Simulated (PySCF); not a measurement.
Compound: C8H10O.
Numbering: `[CH3:1][O:2][CH2:3][c:4]1[cH:5][cH:6][cH:7][cH:8][cH:9]1`

Geometry (GFN2-xTB, Å), atoms numbered from 1 in this order:
```xyz
19
C8H10O angstrom
C     -2.5367   -0.1823    0.8221
O     -1.9612   -1.3542    0.3032
C     -1.1182   -1.1175   -0.8039
C      0.1364   -0.3551   -0.4490
C      0.5562    0.7312   -1.2034
C      1.7071    1.4196   -0.8597
C      2.4430    1.0335    0.2471
C      2.0238   -0.0434    1.0107
C      0.8788   -0.7361    0.6625
H     -3.1583    0.3186    0.0688
H     -1.7732    0.5215    1.1729
H     -3.1592   -0.4886    1.6601
H     -0.8557   -2.1135   -1.1764
H     -1.6694   -0.5837   -1.5939
H     -0.0197    1.0403   -2.0647
H      2.0254    2.2635   -1.4542
H      3.3387    1.5735    0.5167
H      2.5920   -0.3444    1.8787
H      0.5403   -1.5737    1.2548
```

Probes without a nucleus sit at each ring's centroid and 1 Å off its mean plane on both sides; NICS is minus the shielding there, NICSzz its component along the normal. Level: GIAO PBE0/pcSseg-1 (PySCF, non-relativistic, gas phase) on the GFN2-xTB geometry, one conformer.

Ring bond lengths (Å), with Mayer bond orders in brackets: C4–C5 1.388 (1.41), C5–C6 1.384 (1.44), C6–C7 1.384 (1.44), C7–C8 1.385 (1.42), C8–C9 1.383 (1.44), C9–C4 1.390 (1.39).

**Question.** Give the NICS values of each ring in ppm.

**Answer.** 
| ring | type | NICS(0) | NICS(1), two faces | NICS(1)zz, two faces | rms pucker (Å) | centre to ring atoms, mean (Å) |
| --- | --- | --- | --- | --- | --- | --- |
| C4–C5–C6–C7–C8–C9 | 6-membered carbocycle; formal bonds all aromatic | -8.3 | -11.2 / -11.3 | -29.0 / -28.8 | 0.00 | 1.39 |

**Question.** What do they say, and how far can they be read as aromaticity?

**Answer.** 
- C4–C5–C6–C7–C8–C9: mean NICS(1)zz -28.9 ppm, shielded, aromatic by this magnetic criterion (flat ring, no four-coordinate atom).

**Question.** What does the geometric index give? HOMA takes Krygowski's 1993 parameters.

**Answer.** 
- C4–C5–C6–C7–C8–C9: HOMA 1.00 = 1 − EN − GEO, with mean bond length 1.386 Å, EN = α(Ropt − mean)² = 0.001 and GEO = α × variance = 0.001. The geometric and the magnetic index point the same way.

**Question.** What field does 11.7 T along the ring normal induce along that normal at the second NICS(1) probe listed for ring C4–C5–C6–C7–C8–C9, 1 Å off the ring?

**Answer.** NICSzz × B0 = -28.8 ppm × 11.7 T = -337 μT, against the applied field.

**Question.** What are the shieldings of the ring atoms and their hydrogens in the same run (means over atoms taken as equivalent)?

**Answer.** 
| atoms | environment | σ isotropic (ppm) | principal values of the symmetric part, first atom (ppm) |
| --- | --- | --- | --- |
| C4 | substituted aromatic carbon | 41.3 | -59.2, 10.9, 172.0 |
| C5 (×2) | aromatic CH carbon | 52.9 | -56.0, 47.4, 166.5 |
| C6 (×2) | aromatic CH carbon | 53.0 | -57.2, 40.1, 177.5 |
| C7 | aromatic CH carbon | 53.6 | -55.9, 38.6, 178.2 |
| H15 (×2) | aromatic hydrogen | 24.00 | 20.9, 23.5, 28.4 |
| H16 (×2) | aromatic hydrogen | 24.06 | 20.7, 24.6, 27.0 |
| H17 | aromatic hydrogen | 24.14 | 20.9, 24.8, 26.8 |

The run took 32 s on one thread, x86-64 server, no GPU, on a shared host. This is the whole shielding run at PBE0/pcSseg-1, SCF included.
